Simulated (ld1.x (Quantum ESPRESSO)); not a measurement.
PBEsol RRKJ dataset for O, scalar-relativistic all-electron reference.

* Element: O
* Generator: ld1.x (Quantum ESPRESSO) 7.5
* Type: norm-conserving RRKJ (Kleinman–Bylander form)
* Functional: PBEsol
* Relativity: scalar-relativistic
* Frozen core: [He]
* Valence charge: 6
* Reference configuration: 2s1 2p5
* Partial waves: 2p (bound): rc 1.85 bohr; 3d channel at 0.05 Ry: rc 1.45 bohr; 2s (bound): rc 0.95 bohr
* Local potential: the s channel
* Core correction: none
* rho0: 0.005

All-electron outer shells of the reference configuration (PBEsol, scalar-relativistic, ld1.x):

| shell | level (eV) | outermost node (bohr) | outermost maximum (bohr) |
| --- | --- | --- | --- |
| 1s | -513.46 | – | 0.13 |
| 2s | -24.27 | 0.28 | 0.87 |
| 2p | -9.40 | – | 0.82 |

(1) Estimate the cutoffs (Ry, on a coarse ladder) from which the occupation-weighted sum of valence levels, in a spherical-Bessel basis at the reference potential, stays within 10 and 1 mRy of its value at 400 Ry.

(2) Does the potential have ghost states?

(3) Which valence shell sets the plane-wave cutoff?

(4) Tests: 2s2 2p4; 2s2 2p3; 2s2 2p2; 2s2 2p3.5; 2s1 2p4; 2s0 2p6; 2s2 2p4.3. Which has the largest error in its energy relative to the reference configuration, and how large is it?

## Answers

(1) 55 Ry and 140 Ry.

(2) No extra level below or beside the all-electron valence levels (p, d, s, f tested).

(3) 2s: its level needs 140 Ry to come within 1 mRy, against 40 Ry for 2p.

(4) 2s2 2p2, with +1081 meV (all-electron minus pseudo) on +34.98 eV.
